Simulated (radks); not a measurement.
Results of a calculation; reference values are marked as such.
Ionisation of neutral cobalt, [Ar] 3d7 4s2, to Co+, [Ar] 3d8, under several functionals. Scalar-relativistic Kohn-Sham, spin-polarised, spherical densities, finite nucleus; open shells are filled with parallel spins first; a radial shooting solver on a logarithmic mesh with Libxc functionals.

| functional | E(Co) (hartree) | Exc (hartree) | IE (eV) | -e(HOMO) (eV) | <r> HOMO (bohr) | IE error (eV) |
|---|---|---|---|---|---|---|
| exchange-only LDA | -1388.54901 | -54.63505 | 7.450 | 4.335 | 3.039 | -0.431 |
| r2SCAN | -1393.44571 | -59.62624 | 7.902 | 5.404 | 2.990 | +0.021 |
| exchange-only B88 | -1392.32233 | -58.48188 | 7.576 | 4.470 | 3.042 | -0.305 |
| revPBE | -1393.36400 | -59.55494 | 7.612 | 5.113 | 2.978 | -0.269 |
| B86b exchange with PBE correlation | -1393.53417 | -59.72759 | 7.760 | 5.203 | 2.961 | -0.121 |
| PBEsol | -1391.97595 | -58.13760 | 7.682 | 5.194 | 2.956 | -0.199 |
| AM05 | -1391.00619 | -57.15349 | 7.597 | 5.140 | 2.965 | -0.284 |
| BLYP | -1393.55535 | -59.74414 | 7.862 | 5.157 | 2.957 | -0.019 |

NIST Atomic Spectra Database: 7.881 eV (measured). Closest: BLYP. The Delta-SCF values span 0.45 eV, the total energies 5.01 hartree. The highest occupied level is 4s. Open shells are spherical and high-spin; term and fine-structure splittings are not resolved.
